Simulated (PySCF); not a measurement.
These compounds are isomers of formula C5H9NO2Si.

A. `C1=CCO[Si@H]1NC(C)=O`
B. SMILES CO[SiH2]/C=C(\C#N)OC
C. SMILES [C@H]1([Si@@H](OC)O)C[C@@H]1C#N
D. SMILES C(#C)[C@H](C)NC(=O)[SiH2]O
E. SMILES CN([SiH3])CC#CC(=O)O

Spectrum 1. 13C{1H} NMR (computed): δ 153.1 (C), 119.8 (C), 109.4 (CH), 55.6 (CH3), 53.8 (CH3).

Spectrum 2. 13C{1H} NMR (computed): δ 127.6 (C), 51.3 (CH3), 12.6 (CH2), 10.2 (CH), -1.4 (CH).

Spectrum 3. 13C{1H} NMR (computed): δ 183.3 (C), 89.4 (C), 77.6 (CH), 34.3 (CH), 26.0 (CH3).

Spectrum 4. 13C{1H} NMR (computed): δ 158.0 (C), 95.9 (C), 82.3 (C), 45.4 (CH2), 39.6 (CH3).

Spectrum 5. 13C{1H} NMR (computed): δ 179.0 (C), 160.2 (CH), 133.3 (CH), 76.8 (CH2), 24.0 (CH3).

Computed data (PySCF 2.14.0 with density-fitted response routines): geometry from GFN2-xTB, σ from GIAO-PBE0/pcSseg-1. Relativity neglected, equivalent nuclei averaged, no solvent model, single conformer.

Shifts are taken against calculated references (same method and geometry level): TMS for 13C. Acid and N–H amide carbonyl carbons lie up to 10 ppm further downfield in solution (hydrogen bonding). Shifts are as computed. Against solution values, carbons near 30 ppm lie about +3 ppm off and those near 130 ppm about +5 ppm. Of 1309 compounds with measured shifts, 239 miss one by over three times the rms of a fit or turn the order of signals round; such compounds aren't used in these exercises.

Q: Which spectrum belongs to which compound?

A: 1–B, 2–C, 3–D, 4–E, 5–A.

- Spectrum 1 (B): 5 13C signals; δC 153.1 is an alkene carbon bearing oxygen; δC 119.8 is a nitrile carbon.
- Spectrum 2 (C): 5 13C signals; δC 127.6 is a nitrile carbon; δC 51.3 is a methyl carbon bonded to O.
- Spectrum 3 (D): 5 13C signals; δC 89.4 is an alkyne carbon; δC 77.6 is a terminal alkyne carbon.
- Spectrum 4 (E): 5 13C signals; δC 158.0 is a carboxylic acid carbon; δC 95.9 is an alkyne carbon.
- Spectrum 5 (A): 5 13C signals; δC 179.0 is an amide carbonyl carbon; δC 160.2 is an alkene CH.
